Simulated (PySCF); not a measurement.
**Static response to an electric field**

C5H4FN3S.
Cartesian coordinates in Å at the PBE0-D3(BJ)/def2-SVP level; atoms count from 1:
```
atom  x, y, z in Å
C1    -2.1814   -0.7884    0.3521
C2    -1.4820    0.3477   -0.3171
S3    -2.2525    1.5297   -1.1197
C4     0.0125    0.3398   -0.2133
N5     0.7158    1.3469   -0.7328
C6     2.0283    1.2504   -0.5910
N7     2.6732    0.2515    0.0102
C8     1.8733   -0.6816    0.4787
F9     2.4425   -1.6926    1.0792
N10    0.5590   -0.7078    0.4109
H11   -3.2662   -0.6923    0.2338
H12   -1.8368   -1.7471   -0.0679
H13   -1.9154   -0.8258    1.4207
H14    2.6427    2.0602   -1.0017
```

Level: CAM-B3LYP/def2-SVPD (PySCF), static field, nuclei fixed, core orbitals frozen in the response. The polarisability tensor in these axes (au):

```
x   126.90 -10.52  11.05
y   -10.52  97.21 -23.27
z    11.05 -23.27  73.84
```

Diagonalise the tensor; give its mean and Δα, where Δα² is half the sum of the squared differences of the eigenvalues.

Principal values 59.25, 102.70 and 136.00 au; mean 99.32 au = 14.72 Å³ = 16.38 × 10⁻⁴⁰ C²·m²/J; Δα = 66.67 au (67 % of the mean).

What is the dipole moment, and where does it point?

(-0.03, -0.34, 0.30) D, 0.46 D in size, pointing from the negative to the positive side. Measured along this direction, the outermost atoms are H14 at the negative end and F9 at the positive end.

Traceless (Buckingham) quadrupole moment about the centre of nuclear charge: eigenvalues?

-15.74, 6.42, 9.32 D·Å. The values depend on the origin, since the dipole doesn't vanish. The electronic extent ⟨r²⟩ about the same centre is 1738 bohr², a root-mean-square distance of 2.47 Å for the 80 electrons.

Form Σ f/ω² (atomic units) for the 6 lowest TDDFT singlets, given as eV and f, and set it beside the mean polarisability, which is this sum over all singlets: 1.77, 0.0000; 4.03, 0.0001; 4.40, 0.0030; 4.81, 0.0157; 4.85, 0.3014; 5.34, 0.0000.

They add up to 10.13 au, 10.2 % of the 99.32 au; the largest single term is 9.50 au, from the state at 4.85 eV. Terms in order: 0.01, 0.00, 0.12, 0.50, 9.50, 0.00 au. Higher excitations give the rest. The strengths listed sum to 0.320.

Find the Langevin capture rate constant for NH4+ (18.034 u) meeting this molecule (157.011 u), k = 2.342 × 10⁻⁹ cm³/s × √(α in Å³ / reduced mass in u).

The reduced mass is 16.18 u, so k = 2.23 × 10⁻⁹ cm³/s. The formula leaves out the permanent dipole, which adds to the capture rate.

Isolated species at its PBE0-D3(BJ)/def2-SVP geometry (one conformer only).

The run behind these numbers computed excited states as well. Cost: about 2.5 min of CPU time on one thread; the machine was shared, so the figure is rough.
